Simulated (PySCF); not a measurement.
**Vibration and rotation of CsAl**

UHF-CCSD(T) constants of CsAl, ³Π (triplet), unpaired electrons σ ↑, π ↑ (Cs def2-SVP with ECP46, Al def2-SVP; scalar-relativistic core potentials (PySCF 2.14); masses 132.9054 and 26.9815 u):

* ωe: 106.1 cm⁻¹
* ωexe: 0.845 cm⁻¹
* Be: 0.052494 cm⁻¹
* αe: 0.000441 cm⁻¹
* D (centrifugal): 5.14e-08 cm⁻¹
* De to Cs + Al: 0.353 eV

(1) Give the vibrational terms G(v) and spacings up to v = 6.

(2) How well does the Morse estimate ωe²/(4ωexe) reproduce De, and what is D0?

Correlated steps freeze 5 core orbitals. The bond is weak. Basis-set superposition, not corrected here, can be much of De in a small basis, most of all at correlated wavefunction levels. Spin–orbit coupling is left out, which matters for elements this heavy, above all for dissociation energies. The state was picked by a PBE0 search and need not be the measured ground state.

## Answers

(1) G(v) = ωe(v+½) − ωexe(v+½)².

```
v  G(v) (cm⁻¹)  G(v) − G(v−1)  Bv (cm⁻¹)
0         52.8                   0.05227
1        157.2          104.4    0.05183
2        260.0          102.7    0.05139
3        361.0          101.0    0.05095
4        460.3           99.3    0.05051
5        558.0           97.6    0.05007
6        653.9           96.0    0.04963
```

(2) It gives 0.413 eV, 117 % of the computed De. D0 = De − G(0) = 0.353 − 0.007 = 0.346 eV.
